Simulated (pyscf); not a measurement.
[HO–InH]•, doublet

Gas-phase minimum from PySCF at ωB97X-D3(BJ)/def2-SVP, one conformer. Other isomers of [HO–InH]• were not searched in full and may lie lower. 

SMILES: [OH][InH]
```xyz
4

O      0.4290     0.5659     0.0263
In     0.0495    -0.2867    -1.7565
H      0.8458     1.4347    -0.0170
H     -0.7140    -1.8743    -1.6234
```
Charge 0, spin multiplicity 2.

Bonded distances (Å): O1–In2 2.012, O1–H3 0.965, In2–H4 1.767. Angles (°): In2–O1–H3 115.0, O1–In2–H4 113.3.

Properties at ωB97X-D3(BJ)/def2-SVP:

| Property | Value |
|---|---|
| Harmonic wavenumbers, unscaled | 356, 429, 589, 736, 1620, 3903 cm⁻¹ |
| Zero-point energy | 10.9 kcal/mol |
| Rotational symmetry number | 1 |
| Entropy of this conformer at 298 K and 1 atm, rigid rotor and harmonic oscillator, modes under 100 cm⁻¹ raised to 100 | 275.0 J/(mol K) |
| Dipole moment | 2.08 D |
| Spin expectation value S2 | 0.757 |

Single-point totals, which compare only within one level (frozen core for MP2 and CC):

```json
[
 {"level": "ωB97X-D3(BJ)/def2-TZVP", "total energy (hartree)": "-266.64800"},
 {"level": "PBE/def2-TZVP", "total energy (hartree)": "-266.49577"},
 {"level": "r²SCAN/def2-TZVP", "total energy (hartree)": "-266.60815"},
 {"level": "B3LYP-D3(BJ)/def2-TZVP", "total energy (hartree)": "-266.64810"},
 {"level": "PBE0-D3(BJ)/def2-TZVP", "total energy (hartree)": "-266.49092"},
 {"level": "M06-2X/def2-TZVP", "total energy (hartree)": "-266.47079"},
 {"level": "ωB97M-D3(BJ)/def2-TZVP", "total energy (hartree)": "-266.61453"},
 {"level": "UHF/def2-TZVPP", "total energy (hartree)": "-265.25711"},
 {"level": "MP2/def2-TZVPP", "total energy (hartree)": "-265.77525"},
 {"level": "CCSD/def2-TZVPP", "total energy (hartree)": "-265.77758"},
 {"level": "CCSD(T)/def2-TZVPP", "total energy (hartree)": "-265.79462"}
]
```

The CCSD(T) − MP2 part came from Ansatz, without density fitting, on the same reference. The frozen core leaves the outer d or s,p core shells of the metals and heavy elements correlated in the MP2 and CC values, and def2-TZVPP describes them poorly, so these totals are far from the basis limit. Elements past Kr carry the def2 core potentials, without spin-orbit coupling.
